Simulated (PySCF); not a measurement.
A species of formula C3H9Sb has this rotational fingerprint, computed with PBE0-D3(BJ)/def2-SVP geometry optimisation, gas phase, def2 core potentials past Kr (PySCF):

- Rotational constants: A = 3728, B = 3715, C = 2973 MHz
- Dipole components: |μa| = 0.00 D, |μb| = 0.00 D, |μc| = 0.62 D
- Inertial defect: -101.61 u·Å²
- κ: 0.96

**Question.** Which candidate fits, each taken in the one conformer that was computed?
A. SbMe3 (`[CH3][Sb]([CH3])[CH3]`)
B. SbH2(iPr), `C[CH]([SbH2])C`

**Answer.** A. It is [CH3][Sb]([CH3])[CH3]. The candidates at the same level (rigid rotor, commonest isotopes):

```json
{"SMILES": "[H][Sb]([H])[CH](C)C", "A (MHz)": "7369", "B (MHz)": "2105", "C (MHz)": "1760", "μa (D)": "0.96", "μb (D)": "0.01", "μc (D)": "0.05", "Δ (u·Å²)": "-21.43", "point group": "near Cs", "rotor": "asymmetric top"}
{"SMILES": "[CH3][Sb]([CH3])[CH3]", "A (MHz)": "3728", "B (MHz)": "3715", "C (MHz)": "2973", "μa (D)": "0.00", "μb (D)": "0.00", "μc (D)": "0.62", "Δ (u·Å²)": "-101.61", "point group": "near C3v", "rotor": "–"}
```

`[H][Sb]([H])[CH](C)C` has A 98 % too high. No structure here is proved a minimum.
